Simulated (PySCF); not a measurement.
Compound: C3H9FSi2.
SMILES: `C=C(F)[Si@H](C)[SiH3]`

Computed, not measured: TDDFT PBE0/def2-SVPD, vertical, gas phase, core orbitals frozen in the response in PySCF. Isolated species at its GFN2-xTB geometry (one conformer only). Torsions of this conformer, `[CH2:1]=[C:2]([F:3])[Si@H:4]([CH3:5])[SiH3:6]`: C1–C2–Si4–C5 -4°.

| state | λ (nm) | E (eV) | f | \|μ\| (D) | main configurations (H = HOMO, L = LUMO) |
| --- | --- | --- | --- | --- | --- |
| S1 | 195.5 | 6.34 | 0.0045 | 0.43 | H→L+1 (91%) |
| S2 | 194.7 | 6.37 | 0.151 | 2.50 | H→L (69%), H→L+2 (18%) |
| S3 | 180.4 | 6.87 | 0.085 | 1.80 | H-1→L (55%), H→L+2 (30%) |
| S4 | 176.8 | 7.01 | 0.189 | 2.67 | H→L+2 (46%), H→L (18%), H-1→L (16%) |
| S5 | 172.2 | 7.20 | 0.019 | 0.83 | H-2→L (51%), H→L+3 (16%), H-1→L+1 (13%) |
| S6 | 172.1 | 7.21 | 0.022 | 0.89 | H-1→L+1 (65%), H-2→L (18%) |
| S7 | 170.3 | 7.28 | 0.028 | 1.01 | H→L+3 (66%), H-1→L+1 (13%), H-2→L (9%) |
| S8 | 162.0 | 7.65 | 0.0057 | 0.44 | H→L+4 (63%), H-1→L+2 (17%), H-3→L (8%) |

Triplets, Tamm–Dancoff:

| state | E (eV) | λ (nm) | main configurations (H = HOMO, L = LUMO) |
| --- | --- | --- | --- |
| T1 | 4.19 | 296.0 | H→L (76%), H→L+2 (10%) |
| T2 | 5.96 | 208.1 | H→L+1 (61%), H-1→L+1 (27%) |
| T3 | 6.03 | 205.6 | H-1→L (46%), H→L+2 (22%), H→L (11%) |

The lowest singlet lies at 6.34 eV (195 nm, vacuum ultraviolet) and is very weak; its leading configuration is HOMO→LUMO+1 (91%). The strongest level in the table is S4 at 7.01 eV (177 nm, f = 0.189). S5/S6 lie within about 0.01 eV of each other. Löwdin shares by element: HOMO carbon 64% or more, fluorine 12%, silicon 6% or more (atoms not listed hold the other 17%); LUMO carbon 47% or more, silicon 28% (atoms not listed hold the other 25%). Of the 8 states listed, 6 reach f = 0.01 and none stays under 0.0005. Orbital energies (eV): HOMO-3 -9.37, HOMO-2 -9.10, HOMO-1 -8.61, HOMO -7.63, LUMO -0.49, LUMO+1 -0.19, LUMO+2 0.22. Weighted by f, the mean energy of these states is 6.83 eV. Only the lowest 8 singlets were computed, as vertical energies without vibronic structure.

The run took 53 s on an Arm Neoverse N1 with one thread, shared host with 64 logical CPUs at a one-minute load of 59, and the process peaked at 0.86 GiB of memory.
